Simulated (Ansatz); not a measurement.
CdFH₆NSi₂ (`[F][Cd][N]([SiH3])[SiH3]`). Total charge 0; spin multiplicity 1. Cd: def2 effective core potential.

```xyz
11

F     1.3408    2.3214    3.1118
Cd    0.7102    1.2291    1.6530
N     0.0494    0.0822    0.1511
Si    1.1454   -1.0524   -0.5425
Si   -1.5573    0.3395   -0.4164
H     2.3608   -1.1285    0.3186
H     0.5321   -2.4069   -0.6316
H     1.5822   -0.6642   -1.9137
H    -2.2583    1.2503    0.5343
H    -2.3102   -0.9430   -0.4992
H    -1.5953    0.9725   -1.7654
```

(1) What are the harmonic wavenumbers in cm⁻¹ at PBE0-D4/def2-TZVP (Ansatz, finite differences of forces, unscaled)? (Estimate.)

(2) Is this a minimum?

(3) Give the ideal-gas thermochemistry at 298.15 K and 1 bar (rigid rotor, harmonic oscillator; point group Cs, symmetry number 1).

Answers

(1) Computed: 32, 43, 80, 87, 128, 149, 167, 372, 594, 655, 682, 694, 713, 895, 933, 935, 953, 961, 965, 999, 1030, 2190, 2193, 2195, 2201, 2202, 2211.

(2) Yes, all 27 modes are real.

(3) Zero-point energy 151.1 kJ/mol; H(298) − E = 178.1 kJ/mol; entropy 424.6 J/(mol·K), of which translation 175.4, rotation 122.4, vibration 126.7; G(298) − E = 51.5 kJ/mol. Modes under 100 cm⁻¹ are hindered rotations or soft bends, so the harmonic entropy is rough.
